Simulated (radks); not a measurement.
Task: Te+, configuration [Kr] 4d10 5s2 5p3 (the NIST ground configuration). Calculated with a radial shooting solver on a logarithmic mesh with Libxc functionals: Dirac Kohn-Sham, Slater X-alpha with alpha = 0.901, spin-unpolarised, spherical densities, finite nucleus; open shells are shared between the two j in proportion to 2j + 1; Fermi nuclear charge, rms radius 4.7423 fm.

Spin-orbit splittings of the eigenvalues, e(l+1/2) - e(l-1/2), with zeta = 2 splitting/(2l+1) and mean radii in bohr:

| shell | occ. | splitting (eV) | zeta (eV) | <r> j=l-1/2 | <r> j=l+1/2 |
|---|---|---|---|---|---|
| 2p | 6 | 277.5 | 185.0 | 0.1004 | 0.1060 |
| 3p | 6 | 52.08 | 34.72 | 0.3103 | 0.3217 |
| 3d | 10 | 10.99 | 4.397 | 0.2921 | 0.2957 |
| 4p | 6 | 10.04 | 6.693 | 0.7924 | 0.8207 |
| 4d | 10 | ? | ? | 0.9428 | 0.9544 |
| 5p | 3 | 1.051 | 0.7004 | 2.316 | 2.408 |

Estimate the 4d splitting.

Result: 1.555 eV (zeta = 0.6220 eV).
